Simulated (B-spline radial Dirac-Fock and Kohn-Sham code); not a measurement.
The K-LL Auger spectrum of W⁺

System: the W⁺ ion, 1s2 2s2 2p6 3s2 3p6 3d10 4s2 4p6 4d10 4f14 5s2 5p6 5d4 6s1.

Calculated with a radial B-spline solver, using Dirac-Fock (average of configuration) total-energy differences with a finite nucleus, the Breit interaction including its frequency dependence, and self-energy and vacuum-polarisation corrections. The two-hole levels come from diagonalising the Coulomb interaction among the jj configurations; intensities are independent-particle Coulomb rates. Kinetic energies are from the vacuum level. The model has no electron correlation. Open outer shells are spectators and are not coupled to the holes. The rates lack the Breit term, which in heavy atoms raises K-L1L1 and K-L1L2. Labels follow the leading weight; the literature often keeps the label of the LS limit.

```
kinetic energy (eV)  J  leading jj holes (weight)  leading LS term (weight)
            45068.6  0                L1L1 (1.00)                ¹S0 (1.00)
            45635.4  1                L1L2 (1.00)                ³P1 (0.62)
            45678.5  0                L1L2 (1.00)                ³P0 (1.00)
            46139.3  0                L2L2 (1.00)                ³P0 (0.65)
            46950.5  1                L1L3 (1.00)                ¹P1 (0.62)
            47031.6  2                L1L3 (1.00)                ³P2 (1.00)
            47507.5  2                L2L3 (1.00)                ¹D2 (0.68)
            47533.6  1                L2L3 (1.00)                ³P1 (1.00)
            48822.8  0                L3L3 (1.00)                ¹S0 (0.65)
            48873.2  2                L3L3 (1.00)                ³P2 (0.68)
```

The intensity is shared as follows: 47507.5 eV 37.6 %, 45635.4 eV 16.2 %, 48873.2 eV 12.8 %, 46950.5 eV 12.0 %, 45068.6 eV 11.6 %, 47031.6 eV 3.0 %, 46139.3 eV 2.5 %, 45678.5 eV 2.2 %, 48822.8 eV 1.9 %, 47533.6 eV 0.1 %.

The strongest line, by its leading LS label ¹D2, lies at 47507.5 eV. The mean weight of the leading component is 1.00 in jj and 0.79 in LS coupling, so jj labels describe these levels better.
